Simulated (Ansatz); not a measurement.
Relaxation of CH₆BClFN (11 atoms, charge 0, multiplicity 1), to a largest force component of 0.03 eV/Å in at most 50 steps.

Computed with RKS r2SCAN/def2-SVP (Ansatz 0.2.0).

```xyz
11
Properties=species:S:1:pos:R:3
B 0.144 -0.562 -0.295
F -0.316 0.370 2.011
Cl 1.577 0.453 -0.604
C -1.275 -0.140 -0.793
H -2.075 -0.801 -0.428
H -1.507 0.893 -0.492
H -1.291 -0.162 -1.896
N 0.414 -1.881 0.321
H -0.302 -2.600 0.333
H 1.362 -2.234 0.397
H 0.002 -0.500 2.050
```

Question: Where does it end, and by what steps?

Answer: The run converged. After 7 steps the energy has fallen by 0.200 eV; F2 moved furthest, 0.45 Å.

```json
{"step": "0", "energy less start (eV)": "0.0000", "largest force component (eV/Å)": "2.015", "accepted": "yes"}
{"step": "1", "energy less start (eV)": "-0.0951", "largest force component (eV/Å)": "1.920", "accepted": "yes"}
{"step": "2", "energy less start (eV)": "-0.1764", "largest force component (eV/Å)": "0.918", "accepted": "yes"}
{"step": "3", "energy less start (eV)": "-0.1943", "largest force component (eV/Å)": "0.306", "accepted": "yes"}
{"step": "4", "energy less start (eV)": "-0.1977", "largest force component (eV/Å)": "0.187", "accepted": "yes"}
{"step": "5", "energy less start (eV)": "-0.1995", "largest force component (eV/Å)": "0.068", "accepted": "yes"}
{"step": "6", "energy less start (eV)": "-0.1998", "largest force component (eV/Å)": "0.124", "accepted": "yes"}
{"step": "7", "energy less start (eV)": "-0.2002", "largest force component (eV/Å)": "0.024", "accepted": "yes"}
```

```xyz
11
Properties=species:S:1:pos:R:3
B 0.154 -0.570 -0.384
F -0.279 0.079 2.348
Cl 1.583 0.409 -0.800
C -1.270 -0.141 -0.858
H -2.073 -0.787 -0.474
H -1.478 0.895 -0.547
H -1.316 -0.148 -1.960
N 0.393 -1.734 0.390
H -0.328 -2.439 0.508
H 1.335 -2.078 0.553
H 0.013 -0.650 1.828
```

Whether the end is a true minimum wasn't checked by a vibrational analysis.

Time of the run: 16 s on 4 threads of Arm Neoverse V2 (shared host), peak memory 0.2 GiB.
